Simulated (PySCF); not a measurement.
**Correlation energy of Sn⁺ (tin, charge +1)**

[Kr] 4d10 5s2 5p1, 2P determinant. Computed with PySCF 2.14 in cc-pVDZ-PP with ECP28MDF, with a scalar-relativistic core potential. Frozen: 4s2 4p6 4d10; 3 electrons correlated.

MP2 pair energies summed by pair of shells (mhartree):

```tsv
pair	energy	share (%)
5s-5s	-15.75	59.3
5s-5p	-10.80	40.7
```

Total MP2 correlation energy: -26.56 mhartree.

Same-spin part -1.86 and opposite-spin part -24.70 mhartree; SCS-MP2 scales them by 1/3 and 6/5 to -30.26 mhartree.

```json
{"level": "CCSD", "correlation energy (mhartree)": "-39.76"}
{"level": "(T)", "correlation energy (mhartree)": "-0.36"}
{"level": "CCSD(T)", "correlation energy (mhartree)": "-40.12"}
```

Diagnostics: T1 = 0.0090, D1 = 0.0221, largest double amplitude 0.097.

Cost of the coupled-cluster step: 0.1 s of wall time on 1 thread of Neoverse-V1 (shared host), for 3 correlated electrons.
